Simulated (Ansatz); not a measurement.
Ansatz (a program for electronic structure) input:

Ansatz 0.2 input:
```yaml
crystal:
  periodic: [false, false, false]
  atoms:
    - {symbol: Cu, position_ang: [-0.34363524, -0.13852505, -0.26355625]}
    - {symbol: O, position_ang: [1.11958749, 0.34008522, 0.84044434]}
    - {symbol: H, position_ang: [1.00872216, 1.29654475, 0.91957655]}
basis:
  gaussian:
    orbitals: def2-SVP
hamiltonian:
  xc: {name: PBE0}
total_charge: -1
magnetization: {spin_polarized: true, initial_magnetization: 1}
```

Predict the final energy.

-1715.69923 Eh (PBE0/def2-SVP). The basis has 50 functions.

The spin state was set by rule; other spins were not relaxed.
